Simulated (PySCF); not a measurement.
A compound of formula C23H18 has these computed shifts in ppm, with the number of atoms in brackets (GIAO KT3/pcSseg-1, gas phase, PySCF SCF with an in-house response code, fitting set def2-universal-JFIT, grid level 2, non-relativistic, on the GFN2-xTB geometry; 13C, 1H against isolated TMS).

1H: 8.25 (1), 7.89 (1), 7.88 (1), 7.78 (1), 7.78 (1), 7.77 (1), 7.75 (1), 7.54 (1), 7.46 (1), 7.28 (1), 6.87 (1), 6.28 (1), 0.73 (6)
13C: 145.5 (1), 143.9 (1), 137.4 (1), 126.5 (1), 125.2 (1), 124.3 (1), 123.8 (1), 123.3 (1), 122.7 (1), 122.5 (1), 121.3 (1), 120.9 (1), 120.0 (1), 119.9 (1), 119.5 (1), 119.5 (1), 119.4 (1), 118.4 (1), 118.0 (1), 115.9 (1), 56.2 (1), 29.9 (2)

(1) Which structure gave them?

## Answers

(1) CC1(C)C=Cc2ccc3ccc4ccc5ccccc5c4c3c21. Other isomers were not compared.
